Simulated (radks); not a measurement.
Values are calculated unless marked as measured or tabulated.
Coherent X-ray form factor from a spherical all-electron density. Level of theory: scalar-relativistic Kohn-Sham, RPBE, spin-polarised, spherical densities, finite nucleus; Fermi nuclear charge, rms radius of each element as measured or else 0.836 A^(1/3) + 0.57 fm (a radial shooting solver on a logarithmic mesh with Libxc functionals).

| sin(theta)/lambda (1/angstrom) | f0 (electrons) |
|---|---|
| 0.05 | 35.302 |
| 0.1 | 33.466 |
| 0.15 | 31.064 |
| 0.2 | 28.607 |
| 0.25 | 26.377 |
| 0.3 | 24.454 |
| 0.4 | 21.362 |
| 0.5 | 18.835 |
| 0.6 | 16.563 |
| 0.8 | 12.637 |
| 1 | 9.761 |
| 1.25 | 7.572 |
| 1.5 | 6.382 |
| 2 | 5.060 |

The species is in the configuration that NIST lists as its ground one. Which atom or ion scatters so?

Answer. Neutral krypton, [Kr]. Extrapolating in s^2 from the first two rows gives f0(0) = 35.9, near the electron count 36; among species with that count, the fall with angle is slower the higher Z, and the table is that of Z = 36; from so few rows the species is fixed only to a neighbour or two.
